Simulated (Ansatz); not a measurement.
## A ladder of methods for BClF2 (SMILES FB(F)Cl)

The species is BClF2 (4 atoms), meant as a singlet with charge 0. SMILES: `FB(F)Cl`. Geometry: relaxed at PBE0-D4/def2-TZVP.

```xyz
4

F    -0.1737   -1.2543   -0.5463
B    -0.0671   -0.0413   -0.0620
F    -1.0116    0.8301   -0.3177
Cl    1.3079    0.4053    0.9057
```

Each level gives the energy change with the F1–B2 bond stretched from 1.310 to 3.276 Å (eV). The values are calculated.

| level | kind | program | value (eV) | less FCI/STO-3G |
| --- | --- | --- | --- | --- |
| r2SCAN/STO-3G (restricted) | meta-GGA | Ansatz | 9.22 | +3.09 |
| PBE0/STO-3G (restricted) | global hybrid | Ansatz | 9.89 | +3.76 |
| HSE06/STO-3G (restricted) | range-separated hybrid | Ansatz | 9.85 | +3.72 |
| wB97X/STO-3G (restricted) | range-separated hybrid | Ansatz | 10.54 | +4.41 |
| B2PLYP/STO-3G (restricted) | double hybrid | Ansatz | 8.33 | +2.20 |
| CCSD/STO-3G (restricted) | coupled cluster or CI | Ansatz | 6.33 | +0.20 |
| CCSDT(Q)/STO-3G (restricted) | coupled cluster or CI | Ansatz | 6.12 | -0.01 |
| FCI/STO-3G | exact in the basis | Ansatz | 6.13 | 0.00 |

FCI/STO-3G is exact within its basis and frozen core, so for wave-function methods in that basis the difference is their error; functionals converge differently with the basis, so for them it is only a difference. The first shape isn't each level's own minimum. The values span 6.12 to 10.54 eV. All rows use very small basis sets, so even the best lies far from the true value.
